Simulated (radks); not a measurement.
Spherical jellium clusters: N electrons in a uniform positive sphere of charge N and radius rs N^(1/3), rs = 2.86 bohr. Calculated with a radial shooting solver with Libxc functionals: non-relativistic Kohn-Sham, LDA (Slater exchange, Perdew-Wang correlation), spin-polarised, spherical densities. Levels are named by radial order and angular momentum (1s, 1p, 1d, 2s, ...), and open shells are averaged over m.

N = 24, configuration 1s2 1p6 1d10 2s2 1f(up 4, down 0). This is the lowest configuration that the search found. Occupied and some empty levels:

level,occupation,eigenvalue (eV),<r> (bohr)
1s up,1,-7.9908,5.049
1s down,1,-7.7899,4.890
1p up,3,-6.6091,6.035
1p down,3,-6.3178,5.953
1d up,5,-4.8990,6.771
1d down,5,-4.5613,6.747
2s up,1,-4.1590,5.803
2s down,1,-3.9672,5.889
1f up,4,-2.9512,7.476
1f down,0,-2.6017,7.513
2p up,0,-2.1427,7.441
2p down,0,-1.9599,7.547
1g up,0,-0.88138,8.379
1g down,0,-0.55956,8.555
2d up,0,-0.54389,10.29
2d down,0,-0.40655,10.75

Energy (eV): total -35.5990, kinetic 76.753, external -2225.4, Hartree 1088.5, exchange-correlation -115.37, background 1140.0.
